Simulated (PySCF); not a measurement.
**Ionisation energy of Sr by level of theory**

Sr [Kr] 5s2 (1S) → Sr⁺ [Kr] 5s1 (2S), as a difference of total energies. Calculation: PySCF 2.14, in Sapporo-DKH3-DZP-2012 (7s6p2d, 35 functions); the spin-free X2C one-electron Hamiltonian (Gaussian nucleus). Correlated levels: valence: [Kr] frozen. The calculations carry no spin-orbit coupling.

```tsv
method	ionisation energy (eV)	error (eV)
UHF	4.750	-0.945
B3LYP	5.781	+0.086
BP86	5.847	+0.152
MP2 (valence)	5.115	-0.580
SCS-MP2 (valence)	5.188	-0.507
CCSD (valence)	5.411	-0.284
```

Reference: 5.695 eV (measured; NIST Atomic Spectra Database, ionization energies).

Errors of the correlated levels include the incompleteness of this basis and the frozen core.

With two correlated electrons CCSD is exact in that space.

The coupled-cluster amplitudes are large for Sr (T1 above 0.03 or a double amplitude above 0.15), so a single reference is strained.
